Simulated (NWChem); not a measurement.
System: CdSi2H6; SMILES [SiH3][Cd][SiH3]

Results from NWChem. Coordinates come from a PBE0/def2-SVP optimisation. def2 effective core potentials on Cd; no spin-orbit coupling.

For level Hartree-Fock/def2-SVP (core potentials):

```yaml
highest occupied level (eV): -8.77
orbital gap (eV): 9.74
```

Problem. Estimate the same quantities for level Hartree-Fock/STO-3G (all-electron, non-relativistic).

Solution. 
| Quantity | Value |
|---|---|
| highest occupied level (eV) | -6.12 |
| orbital gap (eV) | 13.85 |
